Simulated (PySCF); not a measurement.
CdFH2N. Atoms are numbered in the order given.

```xyz
5

Cd    -0.0202     0.0103     0.0000
F     -1.9691    -0.0208     0.0000
N      1.9903    -0.1388     0.0000
H      2.3798     0.3309    -0.8121
H      2.3798     0.3309     0.8121
```

The structure is a stationary point at B3LYP-D3(BJ)/def2-TZVP. The def2 effective core potentials stand for the cores of Cd; spin–orbit coupling is left out. One conformer was computed; it need not be the lowest.

Method: TDDFT-ωB97X/def2-SVPD (PySCF 2.14.0).

Vertical excitations. Isolated molecule, no solvent. State labels are in the subgroup Cs.

```tsv
state	symmetry	energy (eV)	λ (nm)	f	main pairs
S1	A'	5.18	239	0.077	HOMO→LUMO 90 %
S2	A"	6.42	193	0.022	HOMO→LUMO+1 97 %
S3	A'	6.93	179	0.014	HOMO→LUMO+2 72 %, HOMO−1→LUMO 22 %
S4	A"	7.06	175	0.019	HOMO−2→LUMO 91 %
S5	A'	7.10	175	0.085	HOMO−1→LUMO 55 %, HOMO−3→LUMO 18 %, HOMO→LUMO+2 14 %
S6	A'	7.80	159	0.045	HOMO−3→LUMO 42 %, HOMO→LUMO+3 32 %, HOMO−4→LUMO 11 %
S7	A'	7.89	157	0.131	HOMO→LUMO+3 47 %, HOMO−3→LUMO 13 %, HOMO−4→LUMO 12 %, HOMO−1→LUMO 9 %
S8	A'	8.12	153	0.136	HOMO−4→LUMO 54 %, HOMO−2→LUMO+1 17 %, HOMO−3→LUMO 11 %
S9	A"	8.52	146	0.022	HOMO−1→LUMO+1 96 %
S10	A'	8.70	142	0.009	HOMO−2→LUMO+1 50 %, HOMO−1→LUMO+2 43 %
T1	A'	4.51	275	0	HOMO→LUMO 94 %
T2	A"	6.37	194	0	HOMO→LUMO+1 96 %
T3	A'	6.49	191	0	HOMO→LUMO+2 61 %, HOMO−1→LUMO 27 %
T4	A'	6.63	187	0	HOMO−1→LUMO 59 %, HOMO→LUMO+2 32 %
```
Triplets are in the Tamm–Dancoff approximation, which puts them higher than full response would, so one can lie above its singlet here.
